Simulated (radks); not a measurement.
Initial-state core-level shifts of the molybdenum ion Mo+ when its valence configuration changes from [Kr] 4d5. All-electron calculation, non-relativistic Kohn-Sham, PBEsol, spin-polarised, spherical densities, point nucleus; open shells are filled with parallel spins first (spin-orbit coupling, left out, can overturn this in heavy ions); relativity is left out, which matters for an element this heavy. Program: a radial shooting solver on a logarithmic mesh with Libxc functionals. Shifts are changes of the shell-averaged eigenvalues in eV (positive: less bound); the change of the density at the nucleus, which sets a Mossbauer isomer shift, is in e/bohr^3, on a base of 5.161e+04.

| valence | 1s | 2s | 3p | 4p | density at nucleus |
|---|---|---|---|---|---|
| 4d3 5p2 | -10.210 | -10.708 | -10.514 | -9.319 | +2.776 |
| 4d4 5p1 | -4.942 | -5.159 | -5.090 | -4.608 | +1.161 |
| 4d4.5 5p0.5 | -2.427 | -2.527 | -2.499 | -2.286 | +0.525 |
| 4d4.5 5s0.5 | -1.859 | -1.973 | -1.935 | -1.714 | +4.494 |
| 4d4 5s1 | -3.821 | -4.060 | -3.974 | -3.489 | +9.457 |
| 4d2.5 5s0.5 5p2 | -12.440 | -13.106 | -12.821 | -11.195 | +8.620 |
| 4d3 5s1 5p1 | -9.140 | -9.651 | -9.444 | -8.271 | +11.966 |
| 4d1 5s2 5p2 | -20.001 | -21.226 | -20.563 | -17.317 | +29.376 |
| 4d3 5s2 | -8.224 | -8.720 | -8.507 | -7.397 | +19.549 |
